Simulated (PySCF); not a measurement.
Electrostatic solvation of a mixed set.

Computed with PySCF at B3LYP/def2-SVPD, non-relativistic, each on one gas-phase PBE0-D3(BJ)/def2-SVP geometry that isn't relaxed in the solvent. The solvent is an IEF-PCM continuum (cavity from Bondi-type radii × 1.2). The model holds no explicit solvent molecules, cavitation or dispersion.

Question: Order them by E(solvent) − E(gas) in benzene (ε = 2.271), most negative first (kJ/mol).
A. 1,4-cyclohexadiene (`C1=CCC=CC1`)
B. `ClB(Cl)C#C`
C. `[CH3:1][C:2]1=[CH:3][CH2:4][CH2:5][CH2:6]1` with C2–C3–C4–C5 13°, C3–C4–C5–C6 -21°, C4–C5–C6–C2 21°, C1–C2–C6–C5 169° (1-methylcyclopentene)

Answer: B (-4.5), A (-3.3), C (-2.0).

| SMILES | charge | ΔE (kJ/mol) | polarisation term (kJ/mol) | HOMO shift (eV) | dipole gas (D) | dipole solvent (D) | atoms | lowest singlet, gas (eV) | lowest singlet, solvent (eV) |
| --- | --- | --- | --- | --- | --- | --- | --- | --- | --- |
| C#CB(Cl)Cl | 0 | -4.5 | -4.8 | +0.03 | 1.74 | 1.97 | 6 | 4.37 | 4.37 |
| C1=CCC=CC1 | 0 | -3.3 | -3.5 | +0.03 | 0.00 | 0.00 | 14 | 5.61 | 5.59 |
| CC1=CCCC1 | 0 | -2.0 | -2.0 | +0.04 | 0.26 | 0.32 | 16 | 5.91 | 5.91 |

The polarisation term is half the interaction of the solute with the induced surface charges. Singlets are vertical TDDFT energies (frozen core, non-equilibrium response), the lowest in each medium.
